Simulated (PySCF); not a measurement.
Members of one series of related molecules.

All values: PBE0/pcSseg-1 (PySCF) at GFN2-xTB geometries, gas phase, one conformer each.

Task: Rank by the highest IAO charge on any atom, highest value first.
A. `CO[C@@H]1C[C@]1(C(=O)Cl)C(F)(F)F`
B. `CO[C@@H]1C[C@]1(F)C(=O)Cl`
C. `CO[C@@H]1C[C@@H]1C(=O)Cl`
D. `CO[C@@H]1C[C@]1(C)C(=O)F`
E. `CC[C@@]1(C(=O)Cl)C[C@@H]1OC`

Result: A (+0.813 e), D (+0.602 e), C (+0.374 e), E (+0.358 e), B (+0.333 e).

Task: Rank by HOMO energy, highest first.
A. `CO[C@@H]1C[C@]1(F)C(=O)Cl`
B. `C([C@]1(C(F)(F)F)C[C@H]1OC)(Cl)=O`
C. `CC[C@@]1(C(=O)Cl)C[C@@H]1OC`
D. `C=C[C@@]1(C(=O)Cl)C[C@@H]1OC`

Result: D (-7.27 eV), C (-7.60 eV), A (-7.82 eV), B (-8.12 eV).

Task: Rank by HOMO–LUMO gap, highest first.
A. `CC[C@@]1(C(=O)Cl)C[C@@H]1OC`
B. `CO[C@@H]1C[C@]1(F)C(=O)Cl`
C. `CO[C@@H]1C[C@@H]1C(=O)Cl`
D. `C=C[C@@]1(C(=O)Cl)C[C@@H]1OC`
E. `CO[C@@H]1C[C@]1(C)C(=O)F`

Result: E (7.23 eV), C (6.92 eV), A (6.67 eV), B (6.51 eV), D (6.25 eV).

All values together:

```
                          SMILES                 change     formula  μ (D)  HOMO (eV)  LUMO (eV)  lowest IAO charge (e)  highest IAO charge (e)  lowest Hirshfeld charge (e)  highest Hirshfeld charge (e)
       CO[C@@H]1C[C@]1(C)C(=O)Cl                 parent    C6H9ClO2   3.75      -7.61      -0.90             -0.420 (C)              +0.357 (C)                   -0.199 (O)                    +0.174 (C)
        CO[C@@H]1C[C@@H]1C(=O)Cl      CH3 replaced by H    C5H7ClO2   4.48      -7.83      -0.91             -0.371 (O)              +0.374 (C)                   -0.199 (O)                    +0.180 (C)
     CC[C@@]1(C(=O)Cl)C[C@@H]1OC   CH3 replaced by C2H5   C7H11ClO2   3.69      -7.60      -0.93             -0.419 (C)              +0.358 (C)                   -0.197 (O)                    +0.177 (C)
       CO[C@@H]1C[C@]1(F)C(=O)Cl      CH3 replaced by F   C5H6ClFO2   2.86      -7.82      -1.31             -0.358 (O)              +0.333 (C)                   -0.198 (O)                    +0.161 (C)
    C=C[C@@]1(C(=O)Cl)C[C@@H]1OC  CH3 replaced by vinyl    C7H9ClO2   3.34      -7.27      -1.01             -0.372 (O)              +0.355 (C)                   -0.205 (O)                    +0.175 (C)
CO[C@@H]1C[C@]1(C(=O)Cl)C(F)(F)F    CH3 replaced by CF3  C6H6ClF3O2   3.68      -8.12      -1.35             -0.351 (O)              +0.813 (C)                   -0.199 (O)                    +0.260 (C)
        CO[C@@H]1C[C@]1(C)C(=O)F       Cl replaced by F     C6H9FO2   3.46      -7.61      -0.39             -0.415 (C)              +0.602 (C)                   -0.233 (O)                    +0.230 (C)
```

Conformers: `[CH3:1][O:2][C@@H:3]1[CH2:4][C@:5]1([CH3:6])[C:7](=[O:8])[Cl:9]` with C1–O2–C3–C4 152°, C4–C5–C7–O8 -16°; `[CH3:1][O:2][C@@H:3]1[CH2:4][C@@H:5]1[C:6](=[O:7])[Cl:8]` with C1–O2–C3–C4 -82°, C4–C5–C6–O7 -13°; `[CH3:1][CH2:2][C@@:3]1([C:4](=[O:5])[Cl:6])[CH2:7][C@@H:8]1[O:9][CH3:10]` with C1–C2–C3–C4 -70°, C2–C3–C4–O5 161°, C7–C8–O9–C10 -152°; `[CH3:1][O:2][C@@H:3]1[CH2:4][C@:5]1([F:6])[C:7](=[O:8])[Cl:9]` with C1–O2–C3–C4 153°, C4–C5–C7–O8 -22°; `[CH2:1]=[CH:2][C@@:3]1([C:4](=[O:5])[Cl:6])[CH2:7][C@@H:8]1[O:9][CH3:10]` with C1–C2–C3–C4 -177°, C2–C3–C4–O5 -13°, C7–C8–O9–C10 -154°; `[CH3:1][O:2][C@@H:3]1[CH2:4][C@:5]1([C:6](=[O:7])[Cl:8])[C:9]([F:10])([F:11])[F:12]` with C1–O2–C3–C4 165°, C4–C5–C6–O7 -159°; `[CH3:1][O:2][C@@H:3]1[CH2:4][C@:5]1([CH3:6])[C:7](=[O:8])[F:9]` with C1–O2–C3–C4 151°, C4–C5–C7–O8 161°.

Task: Give the shifts from the parent, `CO[C@@H]1C[C@]1(C)C(=O)Cl`.

Result: 
| SMILES | change in μ (D) | change in HOMO (eV) | change in LUMO (eV) |
| --- | --- | --- | --- |
| CO[C@@H]1C[C@@H]1C(=O)Cl | +0.73 | -0.22 | -0.01 |
| CC[C@@]1(C(=O)Cl)C[C@@H]1OC | -0.06 | +0.01 | -0.03 |
| CO[C@@H]1C[C@]1(F)C(=O)Cl | -0.89 | -0.21 | -0.41 |
| C=C[C@@]1(C(=O)Cl)C[C@@H]1OC | -0.41 | +0.34 | -0.11 |
| CO[C@@H]1C[C@]1(C(=O)Cl)C(F)(F)F | -0.07 | -0.51 | -0.45 |
| CO[C@@H]1C[C@]1(C)C(=O)F | -0.29 | 0.00 | +0.51 |
